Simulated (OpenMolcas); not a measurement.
N I.

| Item | Value |
| --- | --- |
| Program | OpenMolcas 26.06 |
| Basis | ANO-RCC-VTZP [4s3p2d1f] |
| Scalar Hamiltonian | DKH2, point nucleus |
| Active space | 5 electrons in 4 orbitals (2s 2p) |
| State averaging | 2S+1 = 4 odd, 1 root; 2S+1 = 2 odd, 8 roots kept (CI in the orbitals of an earlier block); 2S+1 = 4 even, 3 roots |
| Spin-orbit coupling | state interaction with AMFI integrals over the reference wave functions, term energies averaged over their components |

Two sets of levels on these reference wave functions, in cm-1 above 2s2 2p3 4S* 3/2: one from CASSCF and one from SS-CASPT2, IPEA 0.25 Eh, imaginary shift 0.1 Eh (closed shells correlated: 1s).

```tsv
Level	Set 1	Set 2
2s2 2p3 4S* 3/2	0.0	0.0
2s2 2p3 2D* 3/2	23340	20070
2s2 2p3 2D* 5/2	23340	20070
2s2 2p3 2P* 3/2	31050	29460
2s2 2p3 2P* 1/2	31050	29470
2s 2p4 4P 5/2	90750	88490
2s 2p4 4P 3/2	90820	88560
2s 2p4 4P 1/2	90850	88590
```

Problem. Which set is which?

Solution. Set 2 is SS-CASPT2. Its levels of the other terms of 2s2 2p3 lie at 0.86 to 0.95 of the other set's values, as expected, since terms of lower spin or lower L gain more correlation energy than the Hund ground term. Against 7 measured levels (NIST Handbook of Basic Atomic Spectroscopic Data) the mean absolute deviation is 590 cm-1 with it and 2900 cm-1 without; single levels miss by up to 840 cm-1 with it.

CASPT2 breaks the degeneracy within a term, and the mean is taken; among the terms shown or strongly mixed into the levels shown the widest spread is 250 cm-1 (2s2 2p3 2D*, SS-CASPT2). Terms from blocks run as CI alone lack orbitals of their own. Without dynamic correlation excited terms often stand tens of per cent too high (terms of higher spin than the ground term too low), and those without a measured partner can miss by more than the paired ones (holds for CASSCF). Measured partners are found by configuration, term and J. A level has none where our copy of the source lacks it or the pairing is in doubt (some pairs that miss far off the trend of their configuration count as doubtful), and it then counts in no deviation. Levels of configurations outside the active space are missing.

* marks odd parity.
